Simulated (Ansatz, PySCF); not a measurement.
Barrier from R1 to the saddle point P1, each structure at its B3LYP-D3(BJ)/def2-TZVP stationary point, reached from a drawn start; harmonic modes at that level show the others as minima.
R1, H3Si (SMILES [SiH3]) (charge 0, multiplicity 2, Z-matrix in Å and degrees):
```
Si
H 1 1.4828
H 1 1.4828 2 111.02
H 1 1.4828 2 111.02 3 124.02
```
P1, H3Si, a first-order saddle point (one imaginary mode, 700i cm⁻¹) (charge 0, multiplicity 2):
```json
[
 {"atom": "Si", "x (Å)": "0.0000", "y (Å)": "0.0000", "z (Å)": "0.0000"},
 {"atom": "H", "x (Å)": "1.4669", "y (Å)": "0.0000", "z (Å)": "0.0000"},
 {"atom": "H", "x (Å)": "-0.7335", "y (Å)": "1.2704", "z (Å)": "0.0000"},
 {"atom": "H", "x (Å)": "-0.7335", "y (Å)": "-1.2704", "z (Å)": "0.0000"}
]
```

P less R. No zero-point or thermal terms; open shells are unrestricted. No path was followed down from the saddle.

Cores are frozen in the correlated methods.

The values were computed with Ansatz (a program for electronic structure); PySCF for the D3/D4 terms. All values are computed, each at the level named.

Question: Give the barrier height at the level B3LYP-D4/def2-TZVPP.

Answer: 5.2 kcal/mol

Question: Estimate the barrier height that MP2/cc-pV(D+d)Z returns for this input.

Answer: 6.3 kcal/mol

Question: Estimate the barrier height that SCS-MP2/cc-pV(T+d)Z returns for this input.

Answer: 6.8 kcal/mol
